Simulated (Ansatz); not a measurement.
A nudged elastic band was laid between two geometries of H$_{4}$O$_{2}$Si$_{2}$ (8 atoms, charge 0, multiplicity 1).

All numbers below come from Ansatz, RKS PBE-D4/def2-SVP.

```
movable images  : 7
climbing image  : yes
spring          : 5.0 eV/Å²
optimiser       : quadratic models (default)
start path      : IDPP
force threshold : 0.03 eV/Å
iteration limit : 60
end points      : relaxed
```

Image 0:

```xyz
8
Properties=species:S:1:pos:R:3
O 1.268 -1.395 1.610
Si 0.819 -0.379 0.527
O 1.815 0.639 -0.340
Si -1.337 0.074 -0.286
H 2.766 0.561 -0.124
H -1.417 -0.399 -1.711
H -2.336 -0.656 0.561
H -1.579 1.556 -0.236
```

Image 8:

```xyz
8
Properties=species:S:1:pos:R:3
O 1.228 -1.807 1.421
Si 0.926 -0.531 0.598
O 2.076 0.611 0.222
Si -1.174 0.002 -0.332
H 1.762 1.387 -0.279
H -1.215 -0.545 -1.733
H -2.259 -0.615 0.499
H -1.344 1.497 -0.397
```

Question: What changes between the two ends?

Answer: No bond is made or broken. The dihedral O1–Si2–O3–H5 goes from 0 to -178°.

Question: Give the energies along the band, and the barrier.

Answer: It converged. The highest image is number 4 of 0 to 8, 6.6 kcal/mol above the first end and 2.8 kcal/mol above the last; the last end lies 3.9 kcal/mol above the first. A vibrational analysis at the climbing image gives one clearly imaginary mode, 403i cm⁻¹: a first-order saddle point.

| image | path coordinate (Å) | energy (kcal/mol) | dihedral O1–Si2–O3–H5 (°) |
| --- | --- | --- | --- |
| 0 | 0.00 | 0.0 | 0 |
| 1 | 0.28 | 0.6 | -11 |
| 2 | 0.55 | 2.7 | -36 |
| 3 | 0.83 | 5.4 | -70 |
| 4 | 1.11 | 6.6 | -102 |
| 5 | 1.40 | 5.7 | -134 |
| 6 | 1.69 | 4.3 | -163 |
| 7 | 1.97 | 3.9 | -178 |
| 8 | 2.26 | 3.9 | -178 |

Question: What is the geometry of the highest image?

Answer: 
```xyz
8
Properties=species:S:1:pos:R:3
O 1.077 -1.587 1.691
Si 0.843 -0.548 0.565
O 2.037 0.233 -0.294
Si -1.244 0.076 -0.315
H 2.290 1.152 -0.103
H -1.282 -0.324 -1.765
H -2.358 -0.574 0.449
H -1.363 1.574 -0.227
```

Question: What are the harmonic wavenumbers there?

Answer: 403i, 70, 124, 219, 268, 431, 476, 508, 576, 806, 856, 891, 897, 1194, 2157, 2173, 2200, 3779 cm⁻¹.

Run time: 4.7 min on 1 thread of Arm Neoverse V1 (shared host), peak memory 0.12 GiB.
